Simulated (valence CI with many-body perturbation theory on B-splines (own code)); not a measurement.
**Yb XXXVIII in three bases**

Calculated by valence CI with perturbative core correlation (CI+MBPT): five valence electrons over a frozen Dirac-Fock core [Ar] 3d10, a basis of 9 s, 9 p, 8 d, 6 f, 3 g, 1 h functions for each j, with the one-electron correlation potential Σ1, the two-electron term Σ2, the three-electron term Σ3, Breit, model QED; selected CI, second order for the rest, scaled by the run's own slope (own B-spline code, finite nucleus).

The last digits are not significant, and no measured levels were compared; by estimate large intervals hold to a few tenths of a per cent, small ones and those within an open d or f shell to about a per cent. Among the levels kept, up to 770 cm⁻¹ of a level comes from second order outside the variational space, and about a tenth of that is noise between levels of different J, which matters for small intervals.

The reference run has the lowest level (4s^2 4p1/2^2 4p3/2) J=3/2 and an ionisation energy of 1670.09 eV. Its largest variational space holds 20000 state functions.

Levels are named by their leading jj configuration (3d3/2^4 stands for four electrons in 3d with j = 3/2), which in mixed levels can hold well under half, so a name can repeat and another be missing. Letters in brackets count levels of one name in rising energy.

Changed runs:
A. basis 6 s, 6 p, 5 d, 3 f, 1 g
B. basis 5 s, 5 p, 4 d, 2 f

Excitation energies of the reference run in cm⁻¹, and shifts in cm⁻¹:

| Level | Reference | A | B |
| --- | --- | --- | --- |
| (4s^2 4p1/2 4p3/2^2) J=3/2 | 523373 | -142 | -525 |
| (4s^2 4p1/2 4p3/2^2) J=5/2 | 563912 | +2.5 | +56 |
| (4s^2 4p1/2 4p3/2^2) J=1/2 | 614810 | +64 | +312 |
| (4s^2 4p1/2^2 4d3/2) J=3/2 | 1123320 | +124 | +697 |
| (4s^2 4p3/2^3) J=3/2 | 1145280 | -53 | -114 |
| (4s 4p1/2^2 4p3/2^2) J=5/2 | 1202780 | -158 | -577 |
| (4s^2 4p1/2^2 4d5/2) J=5/2 | 1323510 | +222 | +1025 |
| (4s 4p1/2^2 4p3/2^2) J=1/2 | 1342310 | +12 | +96 |
| (4s 4p1/2^2 4p3/2^2) J=3/2 | 1361250 | +40 | +222 |
| (4s^2 4p1/2 4p3/2 4d3/2) J=3/2 [a] | 1645410 | -51 | -31 |
| (4s^2 4p1/2 4p3/2 4d3/2) J=5/2 [a] | 1646570 | +10 | +214 |
| (4s^2 4p1/2 4p3/2 4d3/2) J=1/2 [a] | 1649480 | -66 | -88 |
| Ionisation energy (eV) | 1670.09 | -0.05 | -0.18 |
